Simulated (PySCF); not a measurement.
## Correlation energy of Cr⁺ (chromium, charge +1)

[Ar] 3d5, high-spin 6S determinant. Calculation: PySCF 2.14, in def2-TZVPPD; no relativity, point nucleus. Frozen: [Ne]; 13 electrons correlated.

```json
{"level": "CCSD", "correlation energy (mhartree)": "-384.66"}
{"level": "(T)", "correlation energy (mhartree)": "-8.19"}
{"level": "CCSD(T)", "correlation energy (mhartree)": "-392.85"}
```

Diagnostics: T1 = 0.0095, D1 = 0.0211, largest double amplitude 0.021.

Problem. Is a single reference adequate?

Solution. Yes: T1 lies below 0.03 and no double amplitude reaches 0.07.

This basis was not built for core-valence correlation, so the inner-shell part is incomplete.
